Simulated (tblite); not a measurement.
A geometry optimisation, step by step.

Species: C6H9FNO (doublet state).
Numbering: `[CH3:1][O:2]/[CH:3]=[CH:4]\[C:5](=[N:6])[CH2:7][CH2:8][F:9]` (hydrogens: H10, H11, H12 on C1; H13 on C3; H14 on C4; H15, H16 on C7; H17, H18 on C8)
Bond orders are those of one Lewis drawing.

Computed with GFN2-xTB (tblite), gas phase: L-BFGS steps from a force-field or distance-geometry start until the largest atomic force falls under 0.01 eV/Å. 9 of its 104 geometries are shown.

Step 0: E = -789.3282 eV, largest atomic force 4.276 eV/Å
```
atom  x, y, z in Å  |  force x, y, z in eV/Å
C1      2.565    0.280    0.294   -0.498  -0.286  -0.158
O2      1.591    0.001   -0.743    0.828   1.266   0.317
C3      1.099    1.153   -1.337    0.030  -0.999   0.578
C4     -0.214    1.394   -1.375    0.554  -0.511   0.243
C5     -1.196    0.475   -0.775   -3.451   2.310  -1.018
N6     -2.441    0.817   -0.877    2.920  -0.627   0.177
C7     -0.850   -0.784   -0.108    0.359  -1.293   0.443
C8     -2.160   -1.405    0.350   -0.791  -0.364  -1.191
F9     -1.995   -2.604    0.998    0.064   0.376   0.054
H10     2.872   -0.704    0.697   -0.204   0.546  -0.220
H11     3.443    0.812   -0.094   -0.178  -0.100  -0.058
H12     2.098    0.900    1.096    0.272  -0.429  -0.438
H13     1.814    1.844   -1.769    0.129  -0.038   0.126
H14    -0.530    2.300   -1.853   -0.436  -0.016  -0.077
H15    -0.155   -0.646    0.739   -0.219  -0.073  -0.423
H16    -0.431   -1.493   -0.854    0.259   0.456   0.469
H17    -2.740   -1.614   -0.592    0.200  -0.094   0.702
H18    -2.779   -0.720    0.928    0.162  -0.123   0.472
```

Step 13: E = -789.7447 eV, largest atomic force 0.251 eV/Å
```
atom  x, y, z in Å  |  force x, y, z in eV/Å
C1      2.622    0.282    0.286    0.009  -0.008  -0.006
O2      1.656    0.017   -0.705   -0.103  -0.069  -0.006
C3      1.120    1.117   -1.282   -0.185   0.027   0.070
C4     -0.190    1.347   -1.396    0.077  -0.070   0.014
C5     -1.287    0.533   -0.843    0.057   0.025  -0.046
N6     -2.448    0.946   -0.914   -0.148  -0.015   0.006
C7     -0.935   -0.782   -0.162   -0.026   0.026   0.003
C8     -2.212   -1.460    0.315   -0.057   0.060  -0.058
F9     -1.927   -2.614    1.003    0.054   0.082  -0.032
H10     2.934   -0.682    0.673    0.058  -0.101   0.036
H11     3.485    0.819   -0.104    0.155   0.091  -0.175
H12     2.176    0.875    1.084    0.005   0.058   0.206
H13     1.830    1.852   -1.656    0.053   0.045   0.000
H14    -0.534    2.235   -1.902    0.087   0.009  -0.064
H15    -0.309   -0.569    0.709    0.044  -0.010  -0.086
H16    -0.363   -1.398   -0.861   -0.107  -0.031   0.092
H17    -2.880   -1.726   -0.508    0.077  -0.052  -0.084
H18    -2.747   -0.786    0.991   -0.050  -0.067   0.129
```

Step 26: E = -789.8310 eV, largest atomic force 0.230 eV/Å
```
atom  x, y, z in Å  |  force x, y, z in eV/Å
C1      2.719    0.291    0.301    0.127   0.015   0.052
O2      1.565    0.044   -0.473    0.088   0.170   0.128
C3      1.081    1.105   -1.151    0.140  -0.002  -0.048
C4     -0.205    1.327   -1.420   -0.157   0.017  -0.048
C5     -1.365    0.578   -0.912   -0.116  -0.099   0.037
N6     -2.517    1.008   -1.028    0.012  -0.093  -0.001
C7     -1.037   -0.721   -0.191    0.027   0.002   0.010
C8     -2.251   -1.476    0.322   -0.035   0.029  -0.005
F9     -1.815   -2.612    0.967   -0.048  -0.010  -0.053
H10     3.096   -0.685    0.604    0.016   0.059  -0.006
H11     3.493    0.832   -0.262   -0.134  -0.097  -0.008
H12     2.461    0.878    1.194    0.054  -0.076  -0.089
H13     1.833    1.808   -1.511   -0.052  -0.018  -0.002
H14    -0.473    2.171   -2.035    0.063   0.062   0.015
H15    -0.373   -0.475    0.638   -0.029  -0.026   0.119
H16    -0.481   -1.366   -0.872    0.040   0.002  -0.068
H17    -2.902   -1.787   -0.496   -0.038  -0.090  -0.082
H18    -2.839   -0.912    1.048    0.043   0.155   0.050
```

Step 39: E = -789.8784 eV, largest atomic force 0.108 eV/Å
```
atom  x, y, z in Å  |  force x, y, z in eV/Å
C1      2.805    0.321    0.307   -0.025   0.008  -0.037
O2      1.507    0.165   -0.221   -0.003   0.082  -0.017
C3      1.047    1.128   -1.040   -0.015   0.029  -0.065
C4     -0.230    1.322   -1.388    0.008  -0.057  -0.005
C5     -1.398    0.554   -0.924    0.043  -0.005  -0.015
N6     -2.564    0.908   -1.119    0.043   0.024  -0.008
C7     -1.055   -0.738   -0.194   -0.038   0.017   0.008
C8     -2.292   -1.476    0.289   -0.001   0.020   0.015
F9     -1.888   -2.616    0.946   -0.093  -0.013  -0.038
H10     3.171   -0.683    0.516    0.058   0.022   0.034
H11     3.469    0.821   -0.403    0.037  -0.017  -0.012
H12     2.772    0.901    1.237    0.006  -0.028  -0.056
H13     1.801    1.781   -1.475    0.033   0.048   0.081
H14    -0.447    2.130   -2.071   -0.040  -0.074   0.068
H15    -0.430   -0.496    0.666   -0.008  -0.011  -0.029
H16    -0.474   -1.364   -0.876   -0.034  -0.006   0.064
H17    -2.949   -1.778   -0.533    0.062  -0.019   0.027
H18    -2.853   -0.871    1.008   -0.033  -0.018  -0.014
```

Step 52: E = -789.9012 eV, largest atomic force 0.065 eV/Å
```
atom  x, y, z in Å  |  force x, y, z in eV/Å
C1      2.869    0.349    0.272    0.006  -0.013  -0.026
O2      1.532    0.232   -0.163   -0.026  -0.047   0.037
C3      1.053    1.173   -0.995    0.030  -0.017   0.022
C4     -0.222    1.294   -1.377    0.015   0.001   0.019
C5     -1.376    0.503   -0.928   -0.033  -0.012   0.011
N6     -2.535    0.862   -1.158   -0.021  -0.023  -0.015
C7     -1.068   -0.775   -0.160   -0.017  -0.008   0.025
C8     -2.347   -1.476    0.273   -0.015  -0.005   0.001
F9     -2.036   -2.637    0.941    0.027   0.007  -0.020
H10     3.217   -0.662    0.483    0.005   0.009   0.003
H11     3.502    0.801   -0.494    0.024   0.013  -0.011
H12     2.928    0.944    1.190   -0.031   0.025  -0.042
H13     1.783    1.875   -1.390    0.029   0.009  -0.008
H14    -0.471    2.089   -2.061    0.006   0.022   0.012
H15    -0.468   -0.524    0.715    0.013   0.001   0.001
H16    -0.478   -1.432   -0.803    0.009   0.021   0.017
H17    -2.965   -1.751   -0.586   -0.010  -0.004  -0.007
H18    -2.928   -0.858    0.964   -0.013   0.022  -0.018
```

Step 64: E = -789.9086 eV, largest atomic force 0.062 eV/Å
```
atom  x, y, z in Å  |  force x, y, z in eV/Å
C1      2.900    0.357    0.237   -0.001  -0.029  -0.005
O2      1.563    0.190   -0.180   -0.038   0.022   0.000
C3      1.060    1.159   -0.966   -0.034   0.004  -0.014
C4     -0.219    1.295   -1.330    0.004   0.010   0.000
C5     -1.377    0.485   -0.924    0.048   0.037  -0.015
N6     -2.534    0.808   -1.213   -0.005   0.027  -0.022
C7     -1.081   -0.778   -0.130    0.004   0.014  -0.014
C8     -2.373   -1.475    0.258   -0.017  -0.017   0.004
F9     -2.088   -2.637    0.933    0.012  -0.032   0.026
H10     3.268   -0.630    0.507    0.015  -0.031   0.028
H11     3.517    0.772   -0.565    0.038  -0.003   0.000
H12     2.951    1.015    1.110    0.004   0.010  -0.007
H13     1.787    1.880   -1.338   -0.057  -0.005  -0.014
H14    -0.467    2.115   -1.987    0.001   0.004   0.024
H15    -0.510   -0.517    0.762    0.015   0.006  -0.008
H16    -0.468   -1.434   -0.752    0.026  -0.012   0.024
H17    -2.963   -1.746   -0.622   -0.002  -0.016  -0.028
H18    -2.977   -0.853    0.924   -0.012   0.009   0.020
```

Step 77: E = -789.9133 eV, largest atomic force 0.052 eV/Å
```
atom  x, y, z in Å  |  force x, y, z in eV/Å
C1      2.909    0.342    0.214    0.028  -0.035   0.009
O2      1.573    0.177   -0.210    0.007   0.024   0.013
C3      1.058    1.168   -0.958   -0.010   0.010   0.004
C4     -0.227    1.317   -1.295   -0.001   0.011  -0.044
C5     -1.382    0.487   -0.929    0.009   0.019   0.022
N6     -2.530    0.790   -1.271    0.000  -0.021   0.016
C7     -1.089   -0.761   -0.111    0.003   0.002  -0.022
C8     -2.376   -1.486    0.250    0.022  -0.004   0.002
F9     -2.072   -2.635    0.941   -0.025  -0.001   0.017
H10     3.245   -0.633    0.560    0.003  -0.040   0.018
H11     3.558    0.678   -0.601   -0.051   0.007  -0.003
H12     2.971    1.056    1.042   -0.014   0.012  -0.038
H13     1.770    1.903   -1.329    0.010  -0.007   0.035
H14    -0.480    2.158   -1.920   -0.008   0.033  -0.026
H15    -0.542   -0.478    0.792   -0.032  -0.011  -0.038
H16    -0.448   -1.415   -0.706    0.023   0.009   0.023
H17    -2.935   -1.782   -0.643    0.024   0.006   0.010
H18    -3.014   -0.875    0.897    0.012  -0.016   0.001
```

Step 90: E = -789.9226 eV, largest atomic force 0.109 eV/Å
```
atom  x, y, z in Å  |  force x, y, z in eV/Å
C1      2.899    0.289    0.167   -0.031   0.048  -0.022
O2      1.528    0.213   -0.167    0.090  -0.045   0.043
C3      1.034    1.228   -0.899   -0.002  -0.016  -0.005
C4     -0.243    1.371   -1.265   -0.016  -0.023   0.038
C5     -1.380    0.493   -0.947   -0.049   0.005  -0.029
N6     -2.523    0.724   -1.358    0.062   0.015   0.015
C7     -1.082   -0.726   -0.082   -0.021   0.012   0.007
C8     -2.349   -1.512    0.225   -0.011   0.008   0.005
F9     -2.035   -2.621    0.975    0.035   0.014  -0.016
H10     3.147   -0.653    0.648    0.004  -0.041   0.020
H11     3.523    0.419   -0.723   -0.040   0.006   0.029
H12     3.087    1.112    0.866   -0.004  -0.016  -0.042
H13     1.761    1.972   -1.217   -0.043   0.024  -0.012
H14    -0.498    2.232   -1.863   -0.025  -0.028  -0.004
H15    -0.619   -0.389    0.846    0.017   0.010   0.028
H16    -0.363   -1.356   -0.608   -0.008  -0.013  -0.014
H17    -2.838   -1.868   -0.687    0.026   0.009  -0.021
H18    -3.059   -0.923    0.814    0.015   0.032  -0.021
```

Step 103: E = -789.9252 eV, largest atomic force 0.010 eV/Å
```
atom  x, y, z in Å  |  force x, y, z in eV/Å
C1      2.904    0.274    0.145   -0.003   0.004  -0.001
O2      1.525    0.216   -0.146    0.007   0.002   0.003
C3      1.024    1.237   -0.867    0.000  -0.001  -0.003
C4     -0.252    1.379   -1.238    0.002   0.005   0.004
C5     -1.383    0.488   -0.949    0.007  -0.001   0.001
N6     -2.515    0.700   -1.397   -0.005   0.008   0.002
C7     -1.083   -0.713   -0.064   -0.001   0.000   0.002
C8     -2.344   -1.515    0.210    0.001  -0.005  -0.001
F9     -2.034   -2.610    0.982   -0.002  -0.002   0.003
H10     3.141   -0.642    0.682   -0.002  -0.001   0.004
H11     3.502    0.323   -0.771   -0.003   0.003   0.000
H12     3.139    1.137    0.776    0.003   0.001  -0.005
H13     1.739    1.999   -1.167    0.003  -0.004  -0.003
H14    -0.511    2.244   -1.827    0.002   0.003  -0.003
H15    -0.649   -0.359    0.873    0.001  -0.005  -0.001
H16    -0.341   -1.337   -0.567   -0.008   0.000   0.003
H17    -2.791   -1.887   -0.717   -0.003  -0.009  -0.002
H18    -3.082   -0.928    0.765    0.001   0.001  -0.004
```

Task: Summarise the path.

Result: The energy falls by 0.5971 eV from step 0 to step 103; nine tenths of that is first reached at step 34. It falls at every step. The largest force goes from 4.276 to 0.010 eV/Å. Among the bonds C5=N6 changes most, from 1.296 to 1.235 Å; the atoms move by 0.495 Å rms after alignment.

What follows is the cost of the whole relaxation. The run took 2.1 s on one thread, Intel Xeon at 2.50 GHz (x86_64), on a shared host.
